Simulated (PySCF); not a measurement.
Atoms are numbered as in `[CH3:1][NH:2][AlH2-:3][S+:4]([CH3:5])[CH3:6]`. Each H is labelled by its parent atom.

Calculated, not measured (PySCF 2.14): PBE0-D3(BJ)/def2-SVP structure, GIAO PBE0/pcSseg-1 shieldings. No solvent model, one computed conformer, averaged over atoms made equivalent by symmetry, fast rotation or ring inversion, non-relativistic Hamiltonian.

Referencing at the same level of theory: TMS for 13C and 1H; 15N vs NH3; 27Al vs AlH4-; CS2 for 33S.

| atoms | nucleus | count | δ (ppm) |
| --- | --- | --- | --- |
| H(C5)/H(C6) | 1H | 6 | 2.01 |
| H(C1) | 1H | 3 | 2.82 |
| H(Al3) | 1H | 2 | ? |
| H(N2) | 1H | 1 | -0.21 |
| S4 | 33S | 1 | -93 |
| C1 | 13C | 1 | ? |
| C5/C6 | 13C | 2 | ? |
| Al3 | 27Al | 1 | 70.5 |
| N2 | 15N | 1 | 28.9 |

Problem. Fill in the missing shifts.

Solution. 
- C1: 35.3 ppm, methyl carbon bonded to N; pulled downfield by the heteroatom
- C5/C6: 21.4 ppm, methyl carbon bonded to S
- H(Al3): 3.97 ppm, hydrogen on an aluminium bonded to N, S

Exchangeable OH/NH protons stand at their gas-phase positions; hydrogen bonding in a real sample shifts them, mostly to higher δ. Hydrides on Al or Ga are broadened by the quadrupolar metal nucleus. Shifts are as computed. Against solution values, carbons near 30 ppm lie about +2 ppm off and those near 130 ppm about +5 ppm. Of 1211 compounds with measured shifts, 218 miss one by over three times the rms of a fit or turn the order of signals round; such compounds aren't used in these exercises. Experimental scales use liquid or dissolved standards, which lie at an offset from isolated NH3 (liquid NH3: subtract about 20 ppm).
